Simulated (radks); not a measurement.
Results of a calculation; reference values are marked as such.
Problem. The table gives one normalised radial function P(r) = r R(r) of Lu5+ in [Xe] 4f12 (r in bohr). Code: a radial shooting solver on a logarithmic mesh with Libxc functionals. Model: scalar-relativistic Kohn-Sham, BLYP, spin-polarised, spherical densities, finite nucleus; open shells are filled with parallel spins first (spin-orbit coupling, left out, can overturn this in heavy ions); Fermi nuclear charge, rms radius 5.37 fm.

r	P
0.002442	0.1115
0.002797	0.1215
0.003205	0.1319
0.003672	0.1422
0.004207	0.1524
0.004858	0.1626
0.005566	0.1711
0.006377	0.1780
0.007306	0.1826
0.00837	0.1841
0.009666	0.1811
0.01107	0.1730
0.01269	0.1586
0.01454	0.1369
0.01665	0.1071
0.01923	0.0662
0.02204	0.0189
0.02525	-0.0358
0.02892	-0.0954
0.03314	-0.1564
0.03827	-0.2164
0.04384	-0.2613
0.05023	-0.2865
0.05755	-0.2839
0.06593	-0.2466
0.07554	-0.1713
0.08724	-0.0530
0.09995	0.0840
0.1145	0.2256
0.1312	0.3449
0.1503	0.4114
0.1736	0.3950
0.1989	0.2837
0.2278	0.0879
0.261	-0.1580
0.2991	-0.3980
0.3454	-0.5731
0.3957	-0.6050
0.4533	-0.4796
0.5194	-0.2103
0.595	0.1515
0.6872	0.5529
0.7873	0.8699
0.902	1.0695
1.033	1.1272
1.184	1.0523
1.356	0.8812
1.567	0.6508
1.795	0.4374
2.056	0.2621
2.356	0.1388
2.699	0.0641
3.117	0.0239
3.571	0.0077
4.091	0.0020

Which n and l does it have? It may be an empty orbital.

Solution. n = 5, l = 0: the number of nodes gives n - l - 1 = 4, the rise at small r (about r^(l+1), flatter next to the nucleus through relativity) gives l, and the extent must fit the shell. The curve is that of 5s down; the table hardly tells the two spins apart. 5s down: eigenvalue -124.37 eV, 4 radial nodes at r = 0.0231, 0.0921, 0.240, 0.563 bohr, <r> = 1.12 bohr, 90 % of the charge inside 1.60 bohr.
